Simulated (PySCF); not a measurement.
# Correlation energy of Mg (magnesium, neutral)

[Ne] 3s1 3d1, high-spin 3D determinant (an excited configuration). All numbers are calculated (PySCF 2.14, the spin-free X2C one-electron Hamiltonian (Gaussian nucleus), in x2c-QZVPPall with one added diffuse shell each of s, p, d, f type (10s7p6d3f, 82 functions)). Frozen: 1s2; 10 electrons correlated.

MP2 pair energies summed by pair of shells (mhartree):

```
 pair   energy  share (%)
2p-2p  -182.88       70.2
2s-2p   -56.82       21.8
2s-2s    -9.34        3.6
2p-3s    -9.17        3.5
3s-3d    -1.26        0.5
2s-3s    -0.91        0.3
2p-3d    -0.18        0.1
2s-3d    -0.01        0.0
```

Total MP2 correlation energy: -260.58 mhartree.

Same-spin part -70.62 and opposite-spin part -189.96 mhartree; SCS-MP2 scales them by 1/3 and 6/5 to -251.49 mhartree.

This basis was not built for core-valence correlation, so the inner-shell part is incomplete.
